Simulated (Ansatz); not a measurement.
## Nudged elastic band run: CH$_{3}$NOSe

input.yaml

```yaml
crystal:
  periodic: [false, false, false]
  atoms:
    - { symbol: "N", position_ang: [-0.20998, -1.166897, -0.080042] }
    - { symbol: C, position_ang: [0.181921, -0.008761, 0.221857] }
    - { symbol: O, position_ang: [1.036667, 0.204912, 1.225875] }
    - { symbol: Se, position_ang: [-0.24132, 1.705603, -0.546781] }
    - { symbol: H, position_ang: [-0.858533, -1.195999, -0.861871] }
    - { symbol: H, position_ang: [1.233937, -0.670403, 1.596279] }
    - { symbol: H, position_ang: [-1.142692, 1.131546, -1.555307] }
basis:
  gaussian: { orbitals: def2-SVP }
hamiltonian:
  xc: pbe0
  dispersion: d4
neb:
  order_check: false
  images: 8
  f_tol: 0.03
  max_iterations: 27
  initial_path: idpp
  climbing: false
  final_atoms:
    - { symbol: "N", position_ang: [-0.38137231, -1.37205662, -0.22340472] }
    - { symbol: C, position_ang: [0.08253874, -0.32017846, 0.27480463] }
    - { symbol: O, position_ang: [0.98453442, -0.36818111, 1.2612898] }
    - { symbol: Se, position_ang: [-0.4067889, 1.53368271, -0.16183108] }
    - { symbol: H, position_ang: [-1.13119836, -1.19861407, -0.88768209] }
    - { symbol: H, position_ang: [1.43861333, 0.48036595, 1.32757588] }
    - { symbol: H, position_ang: [-0.58632692, 1.24498259, -1.59074242] }
```

Launched with:

```bash
$ ansatz run input.yaml --threads 1 --pin off --max-ram 2048MiB --backend cpu --events-out ev --progress --plain --runs-dir out
```

Output, in part (warnings, iteration lines, the closing report on the highest movable image, with atoms numbered from 0):

```
NEB end point (image 0): max|allowed force component| = 8.091e-3 eV/Å (the criterion of neb.relax_end_points is 1.000e-2)
NEB end point (image 9): max|allowed force component| = 1.047e-2 eV/Å (the criterion of neb.relax_end_points is 1.000e-2)
NEB iter   1: max|band force component| = 2.596e0 eV/Å  barrier→ = 0.7901 eV  barrier← = 0.5287 eV  Δτ_max = 0.1988 Å  (280 SCF iters)
NEB iter   2: max|band force component| = 1.220e0 eV/Å  barrier→ = 0.4497 eV  barrier← = 0.1883 eV  Δτ_max = 0.0824 Å  (277 SCF iters)
NEB iter   3: max|band force component| = 3.260e-1 eV/Å  barrier→ = 0.4178 eV  barrier← = 0.1565 eV  Δτ_max = 0.0208 Å  (249 SCF iters)
NEB iter   4: max|band force component| = 1.942e-1 eV/Å  barrier→ = 0.4131 eV  barrier← = 0.1517 eV  Δτ_max = 0.0331 Å  (260 SCF iters)
NEB iter   5: max|band force component| = 8.105e-2 eV/Å  barrier→ = 0.4102 eV  barrier← = 0.1488 eV  Δτ_max = 0.0138 Å  (248 SCF iters)
NEB iter   6: max|band force component| = 7.978e-2 eV/Å  barrier→ = 0.4096 eV  barrier← = 0.1482 eV  Δτ_max = 0.0526 Å  (244 SCF iters)
NEB iter   7: max|band force component| = 1.532e-1 eV/Å  barrier→ = 0.4086 eV  barrier← = 0.1472 eV  Δτ_max = 0.0260 Å  (250 SCF iters)
NEB iter   8: max|band force component| = 4.756e-2 eV/Å  barrier→ = 0.4083 eV  barrier← = 0.1469 eV  Δτ_max = 0.0263 Å  (227 SCF iters)
NEB iter   9: max|band force component| = 7.972e-2 eV/Å  barrier→ = 0.4097 eV  barrier← = 0.1483 eV  Δτ_max = 0.0132 Å  (238 SCF iters)
NEB iter  10: max|band force component| = 2.658e-2 eV/Å  barrier→ = 0.4086 eV  barrier← = 0.1473 eV  Δτ_max = 0.0000 Å  (469 SCF iters)
Total energy: -69947.55727940 eV, -2570.5253178609 hartree
Atom 0 at    -0.822751    -1.022618     0.248590 Å, force    -0.006201    -0.006412    -0.001609 eV/Å
Atom 1 at    -0.009552    -0.074858     0.362043 Å, force    -0.021527     0.006006     0.011094 eV/Å
Atom 2 at     0.754266     0.079285     1.468330 Å, force     0.000764    -0.019355    -0.010806 eV/Å
Atom 3 at     0.327136     1.408296    -0.841816 Å, force     0.013023    -0.004502     0.003314 eV/Å
Atom 4 at    -1.374061    -0.970080    -0.606626 Å, force     0.000019     0.002732    -0.001897 eV/Å
Atom 5 at     1.624861    -0.307355     1.311538 Å, force     0.011018     0.023955    -0.003381 eV/Å
Atom 6 at    -0.499899     0.887331    -1.942049 Å, force     0.002904    -0.002423     0.003285 eV/Å
Dipole moment:     0.202360     0.008575    -0.412969 e Å
```

It converged. No image climbed, so the highest image needn't sit at the top of the path.

Final band (atoms are numbered from 1 in the order of the input):

| image | path coordinate (Å) | energy (eV) | dihedral N1–C2–O3–H6 (°) |
| --- | --- | --- | --- |
| 0 | 0.00 | 0.00 | 0 |
| 1 | 0.24 | 0.03 | 10 |
| 2 | 0.48 | 0.13 | 30 |
| 3 | 0.73 | 0.27 | 52 |
| 4 | 0.97 | 0.38 | 75 |
| 5 | 1.21 | 0.41 | 97 |
| 6 | 1.45 | 0.37 | 118 |
| 7 | 1.70 | 0.31 | 138 |
| 8 | 1.94 | 0.27 | 155 |
| 9 | 2.18 | 0.26 | 162 |

The run took 6 min on 1 CPU thread of a shared host.
